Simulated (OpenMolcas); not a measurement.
# OpenMolcas run: Sn I

Input:

```
&GATEWAY
Coord
1

Sn 0.0 0.0 0.0
Basis=ANO-RCC-VTZP
Group=XYZ
NoMove
AngMom=0.0 0.0 0.0
AMFI
&SEWARD
* reference wave functions (RASSCF and RASSI steps not shown): 2 electrons in 3 orbitals (5p)
>>> COPY JOB001 $Project.JobIph
&CASPT2
Multistate=3 1 2 3
Frozen=9 9
IPEA=0.25
Shift=0.2
MaxIter=60
WThr=0.0 0.3 0.05
PrWF=0.5
NoMix
>>> COPY JOB002 $Project.JobIph
&CASPT2
Multistate=6 1 2 3 4 5 6
Frozen=9 9
IPEA=0.25
Shift=0.2
MaxIter=60
WThr=0.0 0.3 0.05
PrWF=0.5
NoMix
```

Output, cut to the results:

```
--- CASPT2 ---
Orbital specifications:
      -----------------------

      Symmetry species                           1   2
                                                ag  au
      Frozen orbitals                            9   9
      Inactive orbitals                          6   0
      Active orbitals                            0   3
      Secondary orbitals                        21  20
      Deleted orbitals                           0   0
      Number of basis functions                 36  32
Type of calculation                        MS-CASPT2
      Fock operator                              state-specific
      IPEA shift                                 0.25
      Real shift                                 0.20
      Imaginary shift                            0.00
      The input orbitals will be transformed to quasi-canonical
Reference energy:       -6172.4455542708
      E2 (Non-variational):      -0.4535998136
      Shift correction:          -0.0173520611
      E2 (Variational):          -0.4709518747
      Total energy:           -6172.9165061455
      Residual norm:              0.0000004578
      Reference weight:           0.92017
      Contributions to the CASPT2 correlation energy
      Active & Virtual Only:         -0.0033348979
      One Inactive Excited:          -0.0547200423
      Two Inactive Excited:          -0.3955448734
Reference energy:       -6172.4455542708
      E2 (Non-variational):      -0.4535998136
      Shift correction:          -0.0173520611
      E2 (Variational):          -0.4709518747
      Total energy:           -6172.9165061455
      Residual norm:              0.0000004578
      Reference weight:           0.92017
      Contributions to the CASPT2 correlation energy
      Active & Virtual Only:         -0.0033348979
      One Inactive Excited:          -0.0547200423
      Two Inactive Excited:          -0.3955448734
::    CASPT2 Root  1     Total energy:  -6172.91650615
::    CASPT2 Root  2     Total energy:  -6172.91650615
::    CASPT2 Root  3     Total energy:  -6172.91650614
::    MS-CASPT2 Root  1     Total energy:  -6172.91650615
::    MS-CASPT2 Root  2     Total energy:  -6172.91650615
::    MS-CASPT2 Root  3     Total energy:  -6172.91650614
--- CASPT2 ---
Orbital specifications:
      -----------------------

      Symmetry species                           1   2
                                                ag  au
      Frozen orbitals                            9   9
      Inactive orbitals                          6   0
      Active orbitals                            0   3
      Secondary orbitals                        21  20
      Deleted orbitals                           0   0
      Number of basis functions                 36  32
Type of calculation                        MS-CASPT2
      Fock operator                              state-specific
      IPEA shift                                 0.25
      Real shift                                 0.20
      Imaginary shift                            0.00
      The input orbitals will be transformed to quasi-canonical
Reference energy:       -6172.4107632341
      E2 (Non-variational):      -0.4594483592
      Shift correction:          -0.0183880969
      E2 (Variational):          -0.4778364561
      Total energy:           -6172.8885996902
      Residual norm:              0.0000002611
      Reference weight:           0.91580
      Contributions to the CASPT2 correlation energy
      Active & Virtual Only:         -0.0073752230
      One Inactive Excited:          -0.0554217970
      Two Inactive Excited:          -0.3966513393
Reference energy:       -6172.4107632339
      E2 (Non-variational):      -0.4597290104
      Shift correction:          -0.0184527507
      E2 (Variational):          -0.4781817611
      Total energy:           -6172.8889449951
      Residual norm:              0.0000002341
      Reference weight:           0.91553
      Contributions to the CASPT2 correlation energy
      Active & Virtual Only:         -0.0073743395
      One Inactive Excited:          -0.0553970584
      Two Inactive Excited:          -0.3969576125
::    CASPT2 Root  1     Total energy:  -6172.88859969
::    CASPT2 Root  2     Total energy:  -6172.88894500
::    CASPT2 Root  3     Total energy:  -6172.88894498
::    CASPT2 Root  4     Total energy:  -6172.88894505
::    CASPT2 Root  5     Total energy:  -6172.88894569
::    CASPT2 Root  6     Total energy:  -6172.84866735
::    MS-CASPT2 Root  1     Total energy:  -6172.88894830
::    MS-CASPT2 Root  2     Total energy:  -6172.88894505
::    MS-CASPT2 Root  3     Total energy:  -6172.88894501
::    MS-CASPT2 Root  4     Total energy:  -6172.88894237
::    MS-CASPT2 Root  5     Total energy:  -6172.88864776
::    MS-CASPT2 Root  6     Total energy:  -6172.84861926
```

Levels above the lowest, from the spin-orbit matrix with the single-state CASPT2 energies, averaged by term, on its diagonal:

```tsv
Configuration	Term	J	E (cm-1)	Measured (cm-1)	g	Term weight %
5s2 5p2	3P	0	0.0	0.0		98
5s2 5p2	3P	1	1426	1692	1.501	100
5s2 5p2	3P	2	3050	3428	1.471	94
5s2 5p2	1D	2	8830	8613	1.030	94
5s2 5p2	1S	0	17740	17162		98
```

Against the 4 measured excited levels shown (NIST Handbook of Basic Atomic Spectroscopic Data) the mean absolute deviation is 360 cm-1; the largest miss in energy is 5s2 5p2 1S0: computed 17740, measured 17162 cm-1 (+3.4 %), and the largest in proportion 5s2 5p2 3P1 (-15.7 %).

CASPT2 breaks the degeneracy within a term, and the mean is taken; among the terms shown or strongly mixed into the levels shown the widest spread is 76 cm-1 (5s2 5p2 1D). With the s shell closed, the reference lacks s² → p² mixing. Measured partners are found by configuration, term and J. A level has none where our copy of the source lacks it or the pairing is in doubt (some pairs that miss far off the trend of their configuration count as doubtful), and it then counts in no deviation. Only configurations of the active space appear.

The term weight is that of the spin-free term in the level, not the purity of its configuration.
